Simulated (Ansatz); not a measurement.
`[SiH3][GaH][SH]` + `N=CCl` → `[SiH3]/N=C/Cl` + `[SH][GaH2]` at 700 K and 1 bar (cleavage of the Si–Ga bond).

Gas-phase electronic energies from Ansatz, PBE0-D4/def2-TZVP geometries. CCSD(T)/CBS adds triple-zeta CCSD(T) − MP2 to the extrapolated MP2 energy (def2 sets, frozen cores). This one scheme is used for every species. For Ga outer-core shells are correlated without core-valence functions, which leaves a few kJ/mol of doubt a bond. Scalar relativity is left out up to krypton. Each species was taken in one conformer, which may not be the lowest.

```tsv
species	CCSD(T)/CBS energy (Eh)	H − E (kJ/mol)	S (J/(mol·K))
`[SiH3][GaH][SH]`	-2613.82650	176.8	452.3
`N=CCl`	-553.70684	119.5	311.8
`[SiH3]/N=C/Cl`	-844.00397	184.5	409.0
`[SH][GaH2]`	-2323.53734	103.2	340.5
```

H − E and S are ideal-gas, rigid-rotor, harmonic terms from PBE0-D4/def2-TZVP, for one conformer and one mirror image of each species. 1 Eh = 2625.50 kJ/mol, R = 8.31446 J/(mol·K).

Task: By hand: ΔE, ΔH, ΔS and ΔG.

Result: ΔE = (-844.00397) + (-2323.53734) − (-2613.82650) − (-553.70684) = -0.00797 Eh = -20.9 kJ/mol. Δ(H − E) = 184.5 + 103.2 − 176.8 − 119.5 = -8.6, so ΔH = -29.5 kJ/mol. ΔS = 409.0 + 340.5 − 452.3 − 311.8 = -14.6 J/(mol·K). ΔG = -29.5 − 700 × (-14.6)/1000 = -19.3 kJ/mol.

Task: By hand: the equilibrium constant, and the temperature at which ΔG would vanish if ΔH and ΔS stayed fixed.

Result: log₁₀ K = −ΔG/(RT ln 10) = 1.4. ΔG = 0 at ΔH/ΔS = 2021 K, though so small a ΔS makes that figure unsure.

TΔS isn't small against ΔH here. A doubt of 5 kJ/mol in ΔE shifts log₁₀ K by 0.4 here. Other conformers and mirror images would add mixing entropy, several J/(mol·K) or more a flexible species. Modes under 60 cm⁻¹, often nearly free rotors, make the harmonic entropy too high. These are equilibria of isolated gas molecules and say nothing of rates. Largest T1 diagnostic: 0.014 (customary marks: 0.02 for closed shells, 0.045 for open ones).
